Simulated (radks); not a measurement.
Values are calculated unless marked as measured or tabulated.
Problem. These are the eigenvalues of the occupied orbitals of an atom or ion with whole-number occupations (eV). Level of theory: scalar-relativistic Kohn-Sham, PBE, spin-polarised, spherical densities, finite nucleus; Fermi nuclear charge, rms radius of each element as measured or else 0.836 A^(1/3) + 0.57 fm (a radial shooting solver on a logarithmic mesh with Libxc functionals).

1s: -7338.323

Which element is it, and in what charge state? The configuration may be excited. Open shells, if any, are filled with parallel spins first.

Solution. Z = 24, chromium, charge +22: Cr22+ in [He]. The 1s level, -269.68 hartree, gives Z - s = 23.2 by -(Z - s)^2/2, which with screening and relativity narrows Z to a few neighbours, and with so few levels the electron count can be read from the list.
